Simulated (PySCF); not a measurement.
# InH: one state, many levels of theory

State: ¹Σ⁺ (singlet), closed shell. Set-up: basis In cc-pVDZ-PP with ECP28, H cc-pVDZ; scalar-relativistic core potentials; PySCF 2.14. De refers to In + H in their high-spin ground configurations, without counterpoise correction. A positive dipole means In(−)H(+).

```
      Level  Re (Å)  ωe (cm⁻¹)  De (eV)  μ (D)
        RHF   1.848       1524     1.81  -0.39
    RHF-MP2   1.836       1522     2.40    n/a
RHF-SCS-MP2   1.841       1510     2.49    n/a
   RHF-CCSD   1.845       1478     2.54    n/a
RHF-CCSD(T)   1.846       1471     2.56    n/a
        PBE   1.882       1388     2.64  -0.79
       TPSS   1.869       1430     2.83  -0.82
     r²SCAN   1.857       1454     2.65  -0.66
      B3LYP   1.872       1421     2.72  -0.79
       PBE0   1.859       1454     2.60  -0.66
      HSE06   1.861       1451     2.61  -0.68
     M06-2X   1.868       1449     2.51  -0.67
```

The bond length runs from 1.836 Å (RHF-MP2) to 1.882 Å (PBE). De spans 1.81 eV (RHF, mean field) to 2.83 eV (TPSS, meta-GGA). Correlation at CCSD(T) changes the Hartree–Fock bond energy by +0.75 eV; the triples alone change it by +0.02 eV.

Correlated steps freeze 4 core orbitals. Correlated levels converge slowly with the basis: in double zeta they bind strong bonds too weakly, by up to about 1 eV, and carry superposition errors of some tenths. These are scalar-relativistic numbers at best; spin–orbit coupling would shift them, the dissociation energy most. Where the molecule has an RHF reference, its open-shell atoms are computed with UHF.
